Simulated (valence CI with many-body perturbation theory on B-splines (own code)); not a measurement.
E1 line list for Lu⁴⁰⁺

Computed by relativistic CI+MBPT: three valence electrons over a frozen Dirac-Fock core [Ar] 3d10, a basis of 11 s, 11 p, 10 d, 8 f, 5 g, 2 h functions for each j, with the one-electron correlation potential Σ1 (screened to all orders), the two-electron term Σ2, the three-electron term Σ3, Breit, model QED; selected single and double excitations, second order for the rest, scaled by the run's own slope (own B-spline code, finite nucleus).

The last digits are not significant, and no measured levels were compared; by estimate large intervals hold to a few tenths of a per cent, small ones and those within an open d or f shell to about a per cent.

Lines 201 to 250 of 539 in falling wavelength, among levels below 54.120 Ry, chosen from the strongest by gf and those to the six lowest levels. Wavelengths and rates use the calculated energies. Electric multipoles are in the length gauge, E1 and E2 with the static RPA response of the core. Weak lines are less certain than strong ones. Lines between different terms over intervals too small for the method are left out, as are lines whose strength nearly cancels. Where a level lies close to another of its J and parity, the split of strength between their lines is uncertain. The highest levels of a list are the least certain.

Levels are named by their leading jj configuration (3d3/2^4 stands for four electrons in 3d with j = 3/2), which in mixed levels can hold well under half, so a name can repeat and another be missing. Letters in brackets count levels of one name in rising energy.

```csv
λ vac (nm),Upper,Lower,A (s⁻¹),S (a.u.)
7.252,(4p3/2 4d3/2 4d5/2) J=5/2 [d],(4s 4p3/2 4f5/2) J=5/2 [a],1.98e+11,2.24e-01
7.250,(4p1/2 4p3/2 4f7/2) J=5/2 [a],(4s 4p1/2 4f7/2) J=5/2,7.09e+10,8.00e-02
7.250,(4p1/2 4d5/2^2) J=7/2,(4s 4p1/2 4f7/2) J=7/2,1.67e+11,2.51e-01
7.249,(4p1/2 4p3/2^2) J=3/2,(4s 4p1/2 4p3/2) J=1/2,4.92e+11,3.70e-01
7.248,(4p3/2^2 4d5/2) J=1/2,(4s 4p3/2 4d5/2) J=3/2 [a],3.36e+11,1.26e-01
7.244,(4p1/2 4p3/2 4f5/2) J=9/2,(4s 4p1/2 4f5/2) J=7/2,1.96e+11,3.68e-01
7.238,(4p1/2 4p3/2^2) J=5/2,(4s 4p1/2 4p3/2) J=3/2 [b],3.98e+11,4.47e-01
7.237,(4p3/2^2 4d5/2) J=7/2 [b],(4s 4p3/2 4d5/2) J=7/2 [a],3.61e+11,5.41e-01
7.237,(4p3/2^2 4d5/2) J=5/2 [b],(4s 4p3/2 4d5/2) J=7/2 [b],2.93e+11,3.28e-01
7.230,(4p1/2 4p3/2 4f7/2) J=7/2 [b],(4p1/2 4p3/2 4d5/2) J=7/2 [a],6.82e+10,1.02e-01
7.223,(4s 4d5/2^2) J=1/2,(4s 4p3/2 4d5/2) J=1/2,2.92e+11,1.08e-01
7.217,(4p3/2^2 4d3/2) J=1/2,(4s 4p3/2 4d3/2) J=1/2 [b],5.36e+11,1.99e-01
7.217,(4p3/2 4d3/2 4d5/2) J=3/2 [a],(4s 4d3/2 4d5/2) J=5/2 [a],1.20e+11,8.88e-02
7.217,(4s 4d5/2 4f7/2) J=11/2 [b],(4s 4p3/2 4f7/2) J=11/2,6.56e+10,1.46e-01
7.211,(4p3/2 4d3/2 4d5/2) J=7/2 [c],(4s 4d3/2 4d5/2) J=7/2 [a],1.72e+11,2.55e-01
7.210,(4s^2 4d5/2) J=5/2,(4s^2 4p3/2) J=3/2,4.98e+11,5.52e-01
7.207,(4s 4d5/2^2) J=9/2,(4s 4p3/2 4d5/2) J=9/2,1.14e+11,2.11e-01
7.207,(4s 4p3/2 4f7/2) J=7/2,(4s^2 4f7/2) J=7/2,3.10e+11,4.59e-01
7.204,(4s 4d5/2^2) J=7/2,(4s 4p3/2 4d5/2) J=7/2 [b],2.07e+11,3.05e-01
7.197,(4p3/2 4d5/2^2) J=9/2,(4s 4p3/2 4f7/2) J=9/2 [a],6.95e+10,1.28e-01
7.197,(4p3/2 4d3/2 4d5/2) J=5/2 [c],(4s 4p3/2 4f5/2) J=7/2 [a],1.99e+11,2.20e-01
7.196,(4s 4p1/2 4f7/2) J=5/2,(4s 4p1/2 4d3/2) J=3/2 [b],9.80e+10,1.08e-01
7.196,(4s 4d5/2 4f5/2) J=7/2 [b],(4s 4p3/2 4f5/2) J=7/2 [a],1.87e+11,2.76e-01
7.196,(4p3/2 4d5/2^2) J=5/2,(4s 4d3/2 4d5/2) J=3/2 [b],7.44e+10,8.21e-02
7.189,(4s 4d3/2 4f7/2) J=5/2 [a],(4s 4d3/2^2) J=5/2,7.34e+10,8.07e-02
7.181,(4s 4p3/2 4d5/2) J=7/2 [b],(4s^2 4d5/2) J=5/2,9.12e+11,1.33e+00
7.174,(4p3/2 4d5/2^2) J=9/2,(4p3/2^2 4d5/2) J=7/2 [a],5.98e+10,1.09e-01
7.166,(4s 4p1/2 4d5/2) J=3/2,(4s 4p1/2 4p3/2) J=3/2 [a],1.93e+11,1.40e-01
7.163,(4s 4d3/2 4d5/2) J=3/2 [c],(4s 4p3/2 4d3/2) J=3/2 [b],9.77e+10,7.09e-02
7.155,(4p1/2 4p3/2 4f7/2) J=5/2 [b],(4s 4p1/2 4f7/2) J=5/2,6.76e+10,7.33e-02
7.151,(4p1/2 4p3/2 4f7/2) J=7/2 [a],(4s 4p1/2 4f5/2) J=7/2,7.76e+10,1.12e-01
7.149,(4p1/2 4p3/2 4f5/2) J=7/2,(4s 4p1/2 4f5/2) J=5/2 [a],2.15e+11,3.10e-01
7.148,(4s 4p3/2 4f5/2) J=7/2 [b],(4s^2 4f5/2) J=5/2,1.29e+11,1.86e-01
7.142,(4s 4p3/2 4d5/2) J=3/2 [b],(4s^2 4d5/2) J=5/2,3.40e+11,2.45e-01
7.141,(4p3/2 4d3/2^2) J=3/2,(4s 4d3/2^2) J=3/2,1.55e+11,1.12e-01
7.139,(4p1/2 4p3/2^2) J=3/2,(4s 4p1/2 4p3/2) J=3/2 [b],1.43e+11,1.02e-01
7.138,(4s 4d5/2 4f5/2) J=7/2 [a],(4s 4d3/2 4d5/2) J=5/2 [b],1.52e+11,2.19e-01
7.137,(4p1/2 4p3/2 4d3/2) J=3/2 [b],(4s 4p1/2 4d3/2) J=1/2,2.02e+11,1.45e-01
7.133,(4s 4d5/2 4f5/2) J=1/2 [a],(4s 4d3/2 4d5/2) J=1/2,2.27e+11,8.15e-02
7.129,(4p1/2 4p3/2^2) J=1/2,(4s 4p1/2 4p3/2) J=3/2 [b],3.61e+11,1.29e-01
7.128,(4p1/2 4p3/2 4d5/2) J=7/2 [b],(4s 4p1/2 4d5/2) J=5/2 [a],3.21e+11,4.59e-01
7.127,(4s 4d3/2 4f5/2) J=5/2 [b],(4s 4d3/2^2) J=5/2,1.61e+11,1.72e-01
7.113,(4s 4d5/2 4f5/2) J=5/2,(4s 4d3/2 4d5/2) J=3/2 [b],1.45e+11,1.54e-01
7.109,(4s 4p3/2 4f5/2) J=7/2 [a],(4s 4p3/2 4d3/2) J=5/2 [a],1.70e+11,2.42e-01
7.108,(4s 4p3/2 4f5/2) J=5/2 [c],(4s 4p3/2 4d5/2) J=3/2 [a],2.43e+11,2.59e-01
7.106,(4p3/2 4d3/2^2) J=1/2,(4s 4d3/2^2) J=3/2,2.13e+11,7.54e-02
7.106,(4p3/2^2 4d5/2) J=3/2,(4s 4p3/2 4d5/2) J=5/2 [b],2.86e+11,2.02e-01
7.102,(4p1/2 4p3/2 4f5/2) J=5/2 [b],(4s 4p1/2 4f5/2) J=5/2 [b],9.27e+10,9.83e-02
7.097,(4s 4p1/2 4p3/2) J=3/2 [b],(4s^2 4p1/2) J=1/2,2.58e+11,1.82e-01
7.091,(4p1/2 4p3/2 4f5/2) J=5/2 [a],(4s 4p1/2 4f5/2) J=5/2 [a],1.14e+11,1.21e-01
```
